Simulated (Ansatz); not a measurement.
TaSi₆⁺. The state is a singlet with charge 1. Geometry PBE-D4/def2-SVP; atoms count from 1.

```xyz
7

Ta    0.465    0.639   -1.343
Si    1.198    1.718    0.971
Si   -0.749   -1.537   -1.195
Si    1.490   -1.679   -0.541
Si   -1.035    1.788    0.287
Si    0.463   -0.539    1.300
Si   -1.832   -0.390    0.522
```

In the def2 sets Ta takes a core potential; there is no spin–orbit coupling. The restricted singlet is unstable towards broken spin symmetry in Hartree–Fock (as tested in another run); at PBE0-D4/def2-TZVP this wasn't settled. No other spin state of charge 1 was run. Another isomer (singlet) lies 1.08 eV lower at PBE0-D4/def2-TZVP; other spin states weren't run for this one.

Question: Estimate the Mulliken populations from the PBE0/def2-TZVP orbitals of Ansatz.

Answer: 
| atom | charge (e) | d electrons |
| --- | --- | --- |
| Ta1 | 0.57 | 3.36 |
| Si2 | 0.03 | – |
| Si3 | 0.03 | – |
| Si4 | 0.03 | – |
| Si5 | 0.03 | – |
| Si6 | 0.14 | – |
| Si7 | 0.16 | – |
Mulliken values and Mayer orders depend strongly on the basis.

Question: And the Mayer bond orders between bonded heavy atoms (over 0.3)?

Answer: Ta1–Si2 0.96 (2.66 Å); Ta1–Si3 1.11 (2.50 Å); Ta1–Si4 0.96 (2.66 Å); Ta1–Si5 1.11 (2.50 Å); Ta1–Si6 0.59 (2.89 Å); Ta1–Si7 0.53 (3.13 Å); Si2–Si5 0.91 (2.34 Å); Si2–Si6 0.78 (2.40 Å); Si3–Si4 0.91 (2.34 Å); Si3–Si7 0.93 (2.33 Å); Si4–Si6 0.78 (2.40 Å); Si5–Si7 0.92 (2.33 Å); Si6–Si7 0.68 (2.43 Å).
